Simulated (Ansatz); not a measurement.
C2H9BS⁻, that is B(SMe2)H3 with one electron more: single points at one geometry.

```yaml
crystal:
  periodic: [false, false, false]
  atoms:
    - {symbol: B, position_ang: [0.473299, 0.728251, -1.513711]}
    - {symbol: S, position_ang: [0.389329, 0.612875, 0.429071]}
    - {symbol: C, position_ang: [0.956358, -1.068457, 0.773807]}
    - {symbol: C, position_ang: [-1.377178, 0.422552, 0.761425]}
    - {symbol: H, position_ang: [0.415657, -1.775216, 0.127169]}
    - {symbol: H, position_ang: [0.812808, -1.306183, 1.837411]}
    - {symbol: H, position_ang: [2.026330, -1.094219, 0.527021]}
    - {symbol: H, position_ang: [-1.786084, -0.369348, 0.116687]}
    - {symbol: H, position_ang: [-1.540753, 0.199220, 1.825257]}
    - {symbol: H, position_ang: [-1.848482, 1.380884, 0.504758]}
    - {symbol: H, position_ang: [1.673750, 0.706241, -1.731595]}
    - {symbol: H, position_ang: [-0.047111, 1.808394, -1.740608]}
    - {symbol: H, position_ang: [-0.147912, -0.245015, -1.916702]}
basis:
  gaussian: {orbitals: def2-TZVPD, initial_orbitals: start.molden}
total_charge: -1
magnetization: {spin_polarized: true, initial_magnetization: 1}
hamiltonian: {xc: r2scan, dispersion: d4}
scf: {omitted_lower_state_checks: [starts]}
output: {orbitals: {seedname: orbitals}}
```

The file start.molden holds the orbitals of an earlier run on this structure, at another level or in another basis.

```sh
$ ansatz run in.yaml --threads 4 --pin off --events-out ev --progress --plain --max-ram 3916MiB
```

Output, abridged:

```
Functional definition: r2SCAN
1265 factors; their error is unknown
mean field evaluation 1: about -13730.3420 eV, gradient 4.6e0 eV
mean field evaluation 2: about -13730.3834 eV, gradient 7.0e-2 eV
mean field evaluation 4: about -13730.3443 eV, gradient 6.6e-3 eV
mean field evaluation 8: about -13730.3443 eV, gradient 1.3e-5 eV
mean field -13730.34432781 eV, -504.5808472855 hartree, gradient 1.4e-5 eV, S^2 0.750310; 0 other end points of the search recorded, 0 dependent functions left out
reference -13730.34435969 eV, -504.5808484568 hartree; 22, 21 occupied and 216, 217 virtual orbitals, 1265 factors
Total energy: -13730.42107659 eV, -504.5836677511 hartree
Checks for a lower state left out: starts
```

Hardware: 4 threads of Arm Neoverse V2 on a shared host. Wall time 23 s.

First input, but with `gaussian: {orbitals: def2-TZVP, initial_orbitals: start.molden}`, `hamiltonian: {xc: {name: LC-wPBE, parameters: {omega: 0.15/bohr}}}` (abridged; 11 s):

```
Functional definition: LC-wPBE
mean field evaluation 16: about -13724.5664 eV, gradient 7.4e-2 eV
mean field -13724.56650772 eV, -504.3685163134 hartree, gradient 6.8e-6 eV, S^2 0.752453
Total energy: -13724.56650781 eV, -504.3685163166 hartree
Checks for a lower state left out: starts
```

First input, but with `hamiltonian: {xc: pbe0, dispersion: d4}` (abridged; 18 s):

```
Functional definition: PBE0
mean field evaluation 16: about -13725.4784 eV, gradient 7.5e-4 eV
mean field -13725.47838237 eV, -504.4020270888 hartree, gradient 7.1e-6 eV, S^2 0.750104
Total energy: -13725.73413504 eV, -504.4114258259 hartree
Checks for a lower state left out: starts
```

First input, but with `hamiltonian: {xc: pbe, dispersion: d4}` (abridged; 11 s):

```
Functional definition: PBE
mean field -13723.95261465 eV, -504.3459561591 hartree, gradient 2.0e-5 eV, S^2 0.750110
Total energy: -13724.25721432 eV, -504.3571499905 hartree
Checks for a lower state left out: starts
```

As the first input, with `gaussian: {orbitals: def2-TZVP, initial_orbitals: start.molden}`, `hamiltonian: {xc: {name: LC-wPBE, parameters: {omega: 0.3/bohr}}}` (abridged; 11 s):

```
Functional definition: LC-wPBE
mean field evaluation 16: about -13725.9190 eV, gradient 2.3e-5 eV
mean field -13725.91902626 eV, -504.4182204531 hartree, gradient 5.3e-6 eV, S^2 0.754705
Total energy: -13725.91902628 eV, -504.4182204537 hartree
Checks for a lower state left out: starts
```

As the first input, with `gaussian: {orbitals: def2-TZVP, initial_orbitals: start.molden}`, `hamiltonian: {xc: {name: LC-wPBE, parameters: {omega: 0.2/bohr}}}` (abridged; 10 s):

```
Functional definition: LC-wPBE
mean field evaluation 16: about -13725.0139 eV, gradient 2.3e-3 eV
mean field -13725.01385238 eV, -504.3849559265 hartree, gradient 6.1e-6 eV, S^2 0.753166
Total energy: -13725.01385243 eV, -504.3849559281 hartree
Checks for a lower state left out: starts
```

The first input with `gaussian: {orbitals: def2-TZVP, initial_orbitals: start.molden}`, `hamiltonian: {xc: {name: LC-wPBE, parameters: {omega: 0.1/bohr}}}` (abridged; 14 s):

```
Functional definition: LC-wPBE
mean field evaluation 16: about -13724.1780 eV, gradient 3.6e-3 eV
mean field -13724.17796783 eV, -504.3542377358 hartree, gradient 9.6e-6 eV, S^2 0.751940
Total energy: -13724.17796805 eV, -504.3542377439 hartree
Checks for a lower state left out: starts
```

Geometry: r2SCAN-D4/def2-SVP, that of the neutral singlet.

At r2SCAN-D4/def2-TZVPD, LC-ωPBE (ω = 0.15 bohr⁻¹)/def2-TZVP, PBE0-D4/def2-TZVPD, PBE-D4/def2-TZVPD and others the highest occupied level of the charge -1 doublet lies above zero (up to 2.90 eV). By energy differences it is unbound by 1.91 eV (vertical, to the charge 0 singlet, at LC-ωPBE (ω = 0.10 bohr⁻¹)/def2-TZVP) and held by the finite basis.
